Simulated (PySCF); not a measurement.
B(CCH)(H)(OH) (C2H3BO), SMILES OBC#C. Geometry optimised at B3LYP-D3(BJ)/def2-SVP. One conformer was computed; it need not be the lowest.

Computed equilibrium geometry at B3LYP-D3(BJ)/def2-SVP (PySCF confirms it by a frequency run) as a Z-matrix, and its point group (one conformer of several):
point group Cs.
```
B
O 1 1.3525
H 2 0.9653 1 112.92
H 1 1.2108 2 120.66 3 0.00
C 1 1.5307 4 120.16 2 180.00
C 5 1.2179 4 151.45 1 180.00
H 6 1.0746 4 161.44 1 180.00
```
